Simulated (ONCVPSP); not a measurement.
## W: one change to an ONCV potential, before and after

ONCVPSP 4.0.1 input, shortened (lines: element, Z, core and valence counts, functional; n l f; lmax; l rc ep ncon nbas qcut; lloc lpopt rc5 dvloc0; l nproj debl; icmod fcfact rcfact), LDA (Perdew-Wang 92), scalar-relativistic:

```
  W 74.00   10    4  -001012      upf
    1    0    2.00
    2    0    2.00
    2    1    6.00
    3    0    2.00
    3    1    6.00
    3    2   10.00
    4    0    2.00
    4    1    6.00
    4    2   10.00
    4    3   14.00
    5    0    2.00
    5    1    6.00
    5    2    4.50
    6    0    1.50
    2
    0    1.95    0.00    3    7    5.20
    1    1.30    0.00    3    6    7.60
    2    2.65    0.00    4    9    4.70
    4    5    1.20    1.00
    0    2    0.80
    1    2    3.90
    2    2    2.70
    0    0.00    0.00
```

Change: s: rc 1.5.

Cutoffs: the cutoffs (Ha) at which the residual kinetic energy of the hardest occupied pseudo-wave falls to 1 and 0.1 mHa per electron; they do not see the model core or the augmentation charge, which bear on the density cutoff. Errors are all-electron minus pseudo energies relative to the spin-unpolarised reference configuration.

**Question.** How do hardness, ghosts and transferability respond?

**Answer.** The potential gets harder (26 Ha and 62 Ha → 31 Ha and 84 Ha); the errors of the 4 common tests hardly move; neither file shows a bound ghost. A smaller radius makes the pseudo-wave follow the all-electron one further in, where it bends more sharply, so more plane waves are needed.

| quantity | base | changed |
| --- | --- | --- |
| cutoff, loose | 26 Ha | 31 Ha |
| cutoff, tight | 62 Ha | 84 Ha |
| loose cutoff by channel | s 6.5 Ha, p 26 Ha, d 9.3 Ha | s 31 Ha, p 26 Ha, d 9.3 Ha |
| bound ghosts | none | none |
| GHOST(+) flags under 300 eV | s at 70.7 eV | s at 122.8 eV |
| error for 5s2 5p6 5d4 6s2, meV [ΔE -0.69 eV] | +5.7 | +6.1 |
| error for 5s2 5p6 5d4 6s1, meV [ΔE 8.43 eV] | -0.5 | -0.7 |
| error for 5s2 5p6 5d4 6s0, meV [ΔE 24.45 eV] | -12 | -11 |
| error for 5s2 5p6 5d4 6s0 6p2, meV [ΔE 8.74 eV] | -0.4 | +0.4 |
| p: phases at 1.32 bohr within 0.05 rad from the reference energy up to (Ha; the scan ends near 5) | to the end of the scan | to the end of the scan |
| d: phases at 2.70 bohr within 0.05 rad from the reference energy up to (Ha; the scan ends near 5) | 1.1 | 1.1 |
